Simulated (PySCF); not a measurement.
Ga(F)2(OSiH3) (F₂GaH₃OSi), SMILES [F][Ga]([F])[O][SiH3]. Heavy atoms are numbered as in [Ga:1]([F:2])([F:3])[O:4][SiH3:5]. Hydrogens are named by the atom that carries them.

Geometry: B3LYP-D3(BJ)/def2-SVP. The structure was generated by enumeration; whether it is a known compound was not checked. Other conformers were not sampled.

These are PySCF with PBE/def2-TZVP values and carry that method's errors.

Atomic charges (e), one atom of each kind:

```tsv
atom	Mulliken	IAO
Ga1	0.75	1.32
F2	[?]	-0.48
O4	[?]	-0.80
Si5 (SiH3)	[?]	0.83
H on Si5	-0.03	-0.13
```

What belongs in the gaps? (Estimate from the structure and the level; the computed values follow.)


- F2, Mulliken: -0.30
- O4, Mulliken: -0.32
- Si5 (SiH3), Mulliken: 0.26
